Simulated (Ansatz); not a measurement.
`C=C[SiH2]BF` + CH₃NH₂ → `CNBF` + `C=C[SiH3]` at 700 K and 1 bar (cleavage of the B–Si bond).

Program: Ansatz. Geometries: PBE0-D4/def2-TZVP. ΔE: electronic, gas phase. CBS: MP2 limit from def2 TZ/QZ plus the TZ coupled-cluster correction, frozen cores. This one scheme is used for every species. Each species was taken in one conformer, which may not be the lowest.

| species | CCSD(T)/CBS energy (Eh) | H − E (kJ/mol) | S (J/(mol·K)) |
| --- | --- | --- | --- |
| `C=C[SiH2]BF` | -493.38747 | 276.1 | 474.9 |
| CH₃NH₂ | -95.75281 | 207.6 | 296.6 |
| `CNBF` | -220.44549 | 244.2 | 376.6 |
| `C=C[SiH3]` | -368.76077 | 234.3 | 375.6 |

H − E and S are ideal-gas, rigid-rotor, harmonic terms from PBE0-D4/def2-TZVP, for one conformer and one mirror image of each species. 1 Eh = 2625.50 kJ/mol, R = 8.31446 J/(mol·K).

By hand: ΔE, ΔH, ΔS and ΔG.

ΔE = (-220.44549) + (-368.76077) − (-493.38747) − (-95.75281) = -0.06598 Eh = -173.2 kJ/mol. Δ(H − E) = 244.2 + 234.3 − 276.1 − 207.6 = -5.2, so ΔH = -178.4 kJ/mol. ΔS = 376.6 + 375.6 − 474.9 − 296.6 = -19.3 J/(mol·K). ΔG = -178.4 − 700 × (-19.3)/1000 = -164.9 kJ/mol.

By hand: the equilibrium constant, and the temperature at which ΔG would vanish if ΔH and ΔS stayed fixed.

log₁₀ K = −ΔG/(RT ln 10) = 12.3. ΔG = 0 at ΔH/ΔS = 9244 K, far beyond where these terms or the molecules hold.

ΔH outweighs TΔS. A doubt of 5 kJ/mol in ΔE shifts log₁₀ K by 0.4 here. Other conformers and mirror images would add mixing entropy, several J/(mol·K) or more a flexible species. Modes under 60 cm⁻¹, often nearly free rotors, make the harmonic entropy too high. These are equilibria of isolated gas molecules and say nothing of rates. Largest T1 diagnostic: 0.014 (customary marks: 0.02 for closed shells, 0.045 for open ones).
